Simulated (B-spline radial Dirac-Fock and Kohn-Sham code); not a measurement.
# What relativity does to the binding energies of Co⁴⁺

System: cobalt as Co⁴⁺ in the configuration [Ar] 3d5.

Both columns are ΔSCF binding energies of the configuration average from a radial finite-basis atomic code: non-relativistic Hartree-Fock with a point nucleus, and Dirac-Fock with a finite nucleus and the Coulomb interaction alone, averaged over the two j levels with weights 2j+1.

```tsv
shell	Hartree-Fock (eV)	Dirac-Fock (eV)	shift (eV)	shift (%)
1s	7727.7	7804.5	+76.78	+0.99
2s	997.7	1014.0	+16.24	+1.63
2p	866.9	869.9	+3.04	+0.35
3s	180.8	183.5	+2.68	+1.48
3p	138.8	139.4	+0.55	+0.40
3d	75.83	75.41	-0.42	-0.55
```

Relativity binds 1s, 2s, 2p, 3s, 3p more strongly, among those listed most of all 2s in relative terms, and 3d more weakly, because the contracted s and p shells screen the nucleus better.

Values without a named source are computed, but for edge energies of neutral atoms, which are taken from tables.
